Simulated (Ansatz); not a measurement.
```yaml
crystal:
  periodic: [false, false, false]
  atoms:
    - {symbol: C, position_ang: [-0.316254, 0.142361, 1.823613]}
    - {symbol: C, position_ang: [0.626482, 0.546408, 0.695757]}
    - {symbol: Ga, position_ang: [0.123668, -0.137642, -1.062183]}
    - {symbol: O, position_ang: [-1.336617, -1.159160, -1.260721]}
    - {symbol: O, position_ang: [1.088524, 0.222178, -2.528687]}
    - {symbol: H, position_ang: [0.016011, 0.552812, 2.781516]}
    - {symbol: H, position_ang: [-0.375417, -0.942616, 1.932985]}
    - {symbol: H, position_ang: [-1.333708, 0.498226, 1.648087]}
    - {symbol: H, position_ang: [1.647336, 0.204222, 0.892220]}
    - {symbol: H, position_ang: [0.694668, 1.635188, 0.608263]}
    - {symbol: H, position_ang: [-1.513685, -1.455023, -2.155201]}
    - {symbol: H, position_ang: [0.755993, -0.162153, -3.341647]}
basis:
  gaussian: {orbitals: def2-TZVPP}
total_charge: -1
magnetization: {spin_polarized: true, initial_magnetization: 1}
hamiltonian: {xc: {name: HF}}
correlation: {method: mp2, frozen_orbitals: {C: 9}}
accuracy: high
output: {forces: true}
```

```sh
$ ansatz run in.yaml --threads 4 --pin off --events-out ev --progress --plain --max-ram 10444MiB
```

(1) How does Ansatz answer? (Estimate.)

## Answers

(1) The calculation gave: The input was rejected before any iteration.
```
Functional definition: HF
Error: "frozen_orbitals" has no count for Ga
```
